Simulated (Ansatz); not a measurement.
A structure relaxed at PBE-D4/def2-SVP in Ansatz, charge 0, doublet:

```xyz
7

Tl    0.2978    0.5925   -1.5775
Tl    1.5926   -1.4776    1.3344
Tl   -2.2735   -0.0382    1.1452
H    -1.4802    0.2749   -0.8636
H    -0.3890   -0.8259    1.7252
H     0.8685    2.2443   -1.0440
H     1.3838   -0.7699   -0.7197
```

(1) Give its formula and point group.

(2) Summarise the bond lengths by kind (pairs closer than 1.2 times the sum of covalent radii, bridged metal pairs left out).

Answers

(1) the cluster Tl₃H₄. Point group Cs (tolerance 0.1 Å).

(2) 3 × H–Tl 1.83 to 1.94 Å.

In the def2 sets Tl takes a core potential; there is no spin–orbit coupling. The relaxation made no stability test and no search for a lower SCF solution. Another isomer (doublet) lies 0.06 eV lower at PBE0-D4/def2-TZVP; other spin states weren't run for this one.
